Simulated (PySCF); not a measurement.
From one molecule to another.

First species: C₇H₈F₃P.
SMILES: `C#CP(CC(F)(F)F)C1CC1`

Second species: C8H9NO.
InChI=1S/C8H9NO/c1-10-8-4-2-7(6-9)3-5-8/h2-6,9H,1H3/b9-6+

Levels: PBE0/pcSseg-1 for dipole moment, HOMO energy, LUMO energy and HOMO–LUMO gap; GFN2-xTB for rotational constant A and rotational constant C. Geometries: GFN2-xTB. All species are isolated and taken at one optimised geometry, non-relativistic unless stated; the electronic structure was computed with PySCF and density fitting.

The conformers computed, where there is a choice (atom-mapped SMILES and torsion angles):
- `[CH:1]#[C:2][P:3]([CH2:4][C:5]([F:6])([F:7])[F:8])[CH:9]1[CH2:10][CH2:11]1`: C2–P3–C4–C5 -171°, P3–C4–C5–F6 82°, C2–P3–C9–C10 -163°
- `[H]/[N:8]=[CH:7]/[c:6]1[cH:5][cH:4][c:3]([O:2][CH3:1])[cH:10][cH:9]1`: C1–O2–C3–C4 -1°, C5–C6–C7–N8 -1°

```
             property   column X   column Y
        dipole moment     1.17 D     2.37 D
          HOMO energy   -6.42 eV   -7.26 eV
          LUMO energy   -1.06 eV   -0.20 eV
        HOMO–LUMO gap    5.36 eV    7.06 eV
rotational constant A  4.189 GHz  1.325 GHz
rotational constant C  0.624 GHz  0.539 GHz
```

**Question.** Which column belongs to which species?

**Answer.** Column X is the second species and column Y the first. The first has 19 atoms and 92 electrons, the second 19 and 72.

**Question.** How does each property change from the first species to the second?

**Answer.** dipole moment -1.20 D; HOMO energy +0.84 eV; LUMO energy -0.86 eV; HOMO–LUMO gap -1.70 eV; rotational constant A +2.864 GHz; rotational constant C +0.085 GHz.

On the first: The dipole equals about 7.9 × 10⁻³⁰ C·m (1 D = 3.33564 × 10⁻³⁰ C·m).

On the second: The dipole matches unit charges of opposite sign 0.24 Å apart (1 e·Å = 4.8032 D).
